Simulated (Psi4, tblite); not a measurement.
Intermolecular potential of C2H8Si2 ··· H2 (SMILES C1[SiH2]C[SiH2]1 and [H][H]). Monomers: optimised at B3LYP-D3(BJ) (def2-TZVP), held rigid. Orientation: lowest of the rigid-body minima from ten starts at GFN2-xTB. The monomers approach along the line of their centres of mass (distance R); nothing else relaxes.

- GFN2-xTB (tblite)
- wB97X-D/def2-TZVP, counterpoise-corrected (Psi4)

Interaction energies in kJ/mol:

```
R / Å  GFN2-xTB
-----  --------
3.03      -1.92
3.27      -3.81
3.46      -4.11
3.65      -3.92
3.84      -3.49
4.13      -2.74
4.48      -1.92
4.94      -1.15
5.67      -0.51
6.69      -0.17
7.93      -0.06
```

### Question
Predict the corresponding wB97X-D/def2-TZVP column.

### Answer
3.03: -0.42; 3.27: -1.97; 3.46: -2.22; 3.65: -2.08; 3.84: -1.83; 4.13: -1.45; 4.48: -1.07; 4.94: -0.65; 5.67: -0.26; 6.69: -0.08; 7.93: -0.03 (kJ/mol).
